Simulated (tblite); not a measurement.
Cl4Te (SMILES Cl[Te](Cl)(Cl)Cl), singlet, at a GFN2-xTB geometry; GFN1-xTB (tblite 0.6.0).

tblite was given this input:
```
$ tblite run mol.xyz --method gfn1 --charge 0 --spin 0 --json tblite.json --no-restart

# file mol.xyz
5

Te    -0.00534842     0.01223355     0.48327654
Cl     1.16596908    -1.49075955    -0.82644836
Cl     1.90421897     1.50336856     0.12041395
Cl    -1.14657041     1.44638856    -0.92639152
Cl    -1.90725777    -1.49641785     0.15416827
```

Task: Predict the main parts of the log of this tblite run.

Result: 
```
xTB calculator
 | screened Coulomb repulsion
 | Coulomb electrostatics
 |  * isotropic Klopman-Ohno-Mataga-Nishimoto electrostatics
 |  * onsite third-order electrostatics
 | DFT-D3(BJ) dispersion correction

halogen bonding energy    0.0000000000000E+00 Eh
repulsion energy          1.1990469026183E-02 Eh
dispersion energy        -3.6808881260206E-03 Eh
number of electrons       3.4000000000000E+01 e
integral cutoff           2.5289693214950E+01 bohr

------------------------------------------------------------
  cycle        total energy    energy error   density error
------------------------------------------------------------
      1     -20.35433819983  -2.0362648E+01   6.4775485E-01
      2     -20.56108584379  -2.0674764E-01   4.1597710E-01
      3     -20.79148533637  -2.3039949E-01   2.3028814E-01
      4     -20.84017223858  -4.8686902E-02   3.8160431E-02
      5     -20.84296643001  -2.7941914E-03   9.8770279E-03
      6     -20.84304383267  -7.7402666E-05   8.7580112E-04
      7     -20.84304326250   5.7017144E-07   7.1388336E-04
      8     -20.84304405415  -7.9164598E-07   1.4918706E-04
      9     -20.84304409692  -4.2772484E-08   3.4599068E-06
------------------------------------------------------------

electronic energy        -2.0851353677821E+01 Eh
total energy             -2.0843044096921E+01 Eh

Post processing:
 | Mayer-Wiberg bond orders

[Info] JSON dump of results written to 'tblite.json'
```
